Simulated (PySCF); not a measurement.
# Heteronuclear NMR

Molfile (atoms numbered from 1):
```
C4H3ClN2O
     RDKit          3D

 11 11  0  0  0  0  0  0  0  0999 V2000
    1.8496    1.6397    0.0632 O   0  0  0  0  0  0  0  0  0  0  0  0
    0.9503    0.7777    0.0310 N   0  0  0  0  0  0  0  0  0  0  0  0
   -0.3628    1.1087   -0.0090 C   0  0  0  0  0  0  0  0  0  0  0  0
   -1.3441    0.1418   -0.0448 C   0  0  0  0  0  0  0  0  0  0  0  0
   -0.9488   -1.1868   -0.0388 C   0  0  0  0  0  0  0  0  0  0  0  0
    0.3372   -1.5118    0.0012 N   0  0  0  0  0  0  0  0  0  0  0  0
    1.2332   -0.5743    0.0349 C   0  0  0  0  0  0  0  0  0  0  0  0
    2.8839   -0.9782    0.0883 Cl  0  0  0  0  0  0  0  0  0  0  0  0
   -0.5667    2.1691   -0.0104 H   0  0  0  0  0  0  0  0  0  0  0  0
   -2.3825    0.4276   -0.0761 H   0  0  0  0  0  0  0  0  0  0  0  0
   -1.6439   -2.0107   -0.0655 H   0  0  0  0  0  0  0  0  0  0  0  0
  1  2  1  0
  2  3  1  0
  3  4  2  0
  4  5  1  0
  5  6  2  0
  6  7  1  0
  7  8  1  0
  7  2  2  0
  3  9  1  0
  4 10  1  0
  5 11  1  0
M  CHG  2   1  -1   2   1
M  END
```

PySCF 2.14 calculation with geometry: GFN2-xTB and GIAO PBE0/pcSseg-1 shieldings; non-relativistic, a single conformation, in vacuum.

**Question.** What are the 15N shifts?

**Answer.** 
| atoms | environment | σ (ppm) | δ (ppm) |
| --- | --- | --- | --- |
| N6 | pyridine-type ring nitrogen | -65.9 | -87.4 |
| N2 | cationic ring nitrogen | -58.9 | -93.8 |

Shieldings were converted by a linear fit to measured shifts: 15N: δ = -148.07 − 0.921σ (rms 6.3 ppm, 71 shifts vs CH3NO2, solution or neat liquid). Occasional misses reach two or three times the rms, and more in compound classes unlike the fitted ones.

On a 600 MHz spectrometer 15N resonates near 60.8 MHz, so 1 ppm is 60.8 Hz.

**Question.** Predict the 17O NMR data.

**Answer.** 
```tsv
atoms	environment	σ (ppm)	δ (ppm)
O1	oxygen bonded to N	-139.8	394.0
```

Shieldings were converted by a linear fit to measured shifts: 17O (scatter 10.7 ppm rms, 12.2 ppm with the 3 outliers that the fit left out vs liquid water, solution or neat liquid). A few per cent of atoms miss by over 2 rms, more outside the fitted compound classes.

On a 400 MHz spectrometer 17O resonates near 54.2 MHz, so 1 ppm is 54.2 Hz.
